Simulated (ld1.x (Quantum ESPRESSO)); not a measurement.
Cutoff test, Li, TM

lithium, norm-conserving Troullier–Martins (Kleinman–Bylander form), made with ld1.x (Quantum ESPRESSO) 7.5 (Wu–Cohen, scalar-relativistic). Core [He], reference 2s0 2p1. Waves: 2s (bound, empty): rc 3.55 bohr; 2p (bound): rc 4.20 bohr. Local part: all-electron potential smoothed inside 3.20 bohr (lloc = -1). Core correction: a·sin(br)/r model core, default radius (core density twice the valence density).

The pseudo-atom Hamiltonian at the reference potential is diagonalised in spherical Bessel functions j_l(qr) that vanish at 20 bohr, with q² up to the cutoff. All-electron valence levels (Ry): 2s -0.2410, 2p -0.1124.

How do the lowest levels (Ry) of each channel move with the cutoff, and are there ghosts?

```tsv
cutoff (Ry)	s #1	p #1	p #2	d #1	f #1	Σ f·Δε (mRy)
8	-0.2409	-0.1124	0.0190	0.0218	0.0798	0.0
10	-0.2409	-0.1124	0.0190	0.0218	0.0798	0.0
400	-0.2410	-0.1124	0.0190	0.0218	0.0798	0.0
```

Result: no extra level below or beside the all-electron valence levels (s, p, d, f tested); 10 mRy is reached at 6 Ry and 1 mRy at 6 Ry.
